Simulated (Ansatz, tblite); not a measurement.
Cost and result up the ladder for (H3Ge)2NH (Ge₂NH₇) (10 atoms). The state is a singlet with charge 0. Geometry: PBE0-D4/def2-SVP.

```
atom    x (Å)    y (Å)    z (Å)
 Ge1  -1.4381  -0.7345  -0.3061
  H2  -2.8597  -0.1419  -0.2472
  H3  -0.9856  -0.9359  -1.7625
  H4  -1.4410  -2.1041   0.4155
  N5  -0.2782   0.4742   0.4427
 Ge6   1.5219   0.6094   0.1127
  H7   1.9687   2.0441   0.4567
  H8   1.7205   0.3143  -1.3842
  H9   2.3708  -0.3870   0.9398
 H10  -0.5793   0.8614   1.3324
```

Ansatz on 4 threads of Intel Xeon on a shared host; xTB runs through tblite on one thread. Times are rough, summed over both states, and most runs start from the orbitals of an earlier one. PBE0-D4/def2-TZVP serves as the yardstick here, not as an exact answer. The other state is a triplet.

The xTB rows come from tblite.

xTB has no spin-polarisation term.

| level | functions | vertical triplet (eV) | difference from PBE0-D4/def2-TZVP (eV) |
| --- | --- | --- | --- |
| GFN1-xTB | 36 | 4.70 | -0.37 |
| r2SCAN-D4/def2-TZVP | 169 | 4.92 | -0.16 |
| GFN2-xTB | 29 | 6.74 | 1.67 |
| PBE-D4/def2-TZVP | 169 | 4.82 | -0.26 |
| PBE0-D4/def2-TZVP | 169 | 5.08 | 0.00 |

(1) Estimate how long each takes.

Answers

(1) GFN2-xTB 0.021 s; GFN1-xTB 0.037 s; PBE-D4/def2-TZVP 6.4 s; PBE0-D4/def2-TZVP 11 s; r2SCAN-D4/def2-TZVP 12 s. On shared hardware such times vary by a factor of up to 3.
